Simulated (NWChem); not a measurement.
System: GeH₂O₂F₂; SMILES [F][Ge]([OH])([OH])[F]

```xyz
7

O      1.1560    -0.8535     1.0357
Ge     0.0000     0.0000     0.0245
O     -1.1560     0.8535     1.0357
F     -0.8734    -1.0562    -1.0320
F      0.8734     1.0562    -1.0320
H      2.0295    -0.8519     0.6097
H     -2.0295     0.8519     0.6097
```
Atoms are numbered in this order, from 1.

Results from NWChem. Coordinates come from a B3LYP/6-31G* (spherical d) optimisation. Ions are spin-unrestricted doublets at the neutral geometry; other ion states weren't tried.

Problem. Estimate the computed values for PBE/aug-cc-pVDZ. Quantities: −ε(HOMO) (eV).

Solution. −ε(HOMO) (eV): 8.49
